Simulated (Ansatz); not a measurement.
Reaction (formal exchange of groups at a Zn–C bond): `F[CH]([SiH3])[ZnH]` + `B[SiH2]C` → `C[SiH2][BH][ZnH]` + `FC[SiH3]`

Computed with Ansatz on PBE0-D4/def2-TZVP structures; ΔE is electronic, products minus reactants. CCSD(T)/CBS adds triple-zeta CCSD(T) − MP2 to the extrapolated MP2 energy (def2 sets, frozen cores). Functionals use def2-TZVPP. B3LYP here is the variant with VWN-RPA as its local correlation; programs differ in this. For Zn outer-core shells are correlated without core-valence functions, which leaves a few kJ/mol of doubt a bond. Scalar relativity is left out up to krypton. Each species was taken in one conformer, which may not be the lowest.

| level | ΔE (kJ/mol) | difference from CCSD(T)/CBS |
| --- | --- | --- |
| PBE-D4 | -13.1 | -2.9 |
| r2SCAN-D4 | -10.2 | 0.0 |
| ωB97X-V | -9.8 | 0.4 |
| ωB97M-V | -10.2 | 0.0 |
| PBE | -13.6 | -3.4 |
| PBE0 | -14.8 | -4.6 |
| B3LYP | -10.8 | -0.6 |
| MP2/def2-TZVPP | -7.1 | 3.1 |
| SCS-MP2/def2-TZVPP | -7.3 | 2.9 |
| CCSD(T)/def2-TZVPP | -11.2 | -1.0 |
| HF/def2-QZVPP | -12.3 | -2.1 |
| MP2/def2-QZVPP | -6.4 | 3.8 |
| SCS-MP2/def2-QZVPP | -6.9 | 3.3 |
| HF/CBS(def2) | -12.2 | -2.0 |
| MP2/CBS(def2) | -6.1 | 4.1 |
| CCSD/CBS(def2) | -10.9 | -0.7 |
| CCSD(T)/CBS | -10.2 | 0 |

Largest T1 diagnostic among the species: 0.015.
